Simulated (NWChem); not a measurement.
Species: SnHSBr, singlet; SMILES [SH][Sn][Br]

```xyz
4

Sn     0.7068    -0.6236     0.0000
Br    -0.3154     1.7277     0.0000
S     -1.4716    -1.7998     0.0000
H     -0.8701    -3.0261     0.0000
```
Atoms are numbered in this order, from 1.

Level: PBE-D3(BJ)/def2-SVP with def2 effective core potentials on Sn (NWChem), optimised geometry, unscaled harmonic frequencies. Low-valent species are run as closed-shell singlets; no triplet was tried in these runs. This build's default masses of Se (78.918 u) and Br (79.917 u) are each other's, which moves their modes by up to 0.6 %. def2 effective core potentials on Sn; no spin-orbit coupling.

| frequency (cm⁻¹) | IR intensity (km/mol) |
|---|---|
| 87 | 0.8 |
| 236 | 31.0 |
| 314 | 12.9 |
| 325 | 30.4 |
| 620 | 9.2 |
| 2594 | 1.6 |

```yaml
zero_point_energy: 6.0 kcal/mol
thermal correction to the enthalpy at 298.15 K (with zero-point energy): 9.7 kcal/mol
heat capacity Cv: 14.0 cal/(mol K)
entropy at 298.15 K and 1 atm (symmetry number 1): 79.4 cal/(mol K)
```

Rigid rotor and harmonic oscillator; modes under 100 cm⁻¹ make the entropy uncertain.
